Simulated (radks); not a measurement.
Trend from Li to Ne: ionisation energy by Delta-SCF between NIST ground configurations, and size. Method: non-relativistic Kohn-Sham, PBE, spin-polarised, spherical densities, point nucleus; open shells are filled with parallel spins first; computed with a radial shooting solver on a logarithmic mesh with Libxc functionals.

\begin{tabular}{lrrrrrrrr}
species & configuration & configuration of the ion & IE (eV) & NIST (eV) & kind & outermost & <r> outermost (bohr) & r at 0.001 e/bohr^3 (bohr) \\ \hline
Li & [He] 2s1 & [He] & 5.590 & 5.392 & exp. & 2s & 3.79 & 4.16 \\
Be & [He] 2s2 & [He] 2s1 & 8.997 & 9.323 & exp. & 2s & 2.60 & 4.12 \\
B & [He] 2s2 2p1 & [He] 2s2 & 8.489 & 8.298 & exp. & 2p & 2.25 & 3.89 \\
C & [He] 2s2 2p2 & [He] 2s2 2p1 & 11.675 & 11.260 & exp. & 2p & 1.75 & 3.64 \\
N & [He] 2s2 2p3 & [He] 2s2 2p2 & 14.910 & 14.534 & exp. & 2p & 1.43 & 3.42 \\
O & [He] 2s2 2p4 & [He] 2s2 2p3 & 13.679 & 13.618 & exp. & 2p & 1.33 & 3.28 \\
F & [He] 2s2 2p5 & [He] 2s2 2p4 & 17.846 & 17.423 & exp. & 2p & 1.13 & 3.12 \\
Ne & [Ne] & [He] 2s2 2p5 & 21.985 & 21.565 & exp. & 2p & 0.982 & 2.98 \\
\end{tabular}

Reference values: NIST Atomic Spectra Database (exp. = measured, semi-emp. = semi-empirical, theory = theoretical value adopted there). Open shells are spherical and high-spin; term and fine-structure splittings are not resolved.
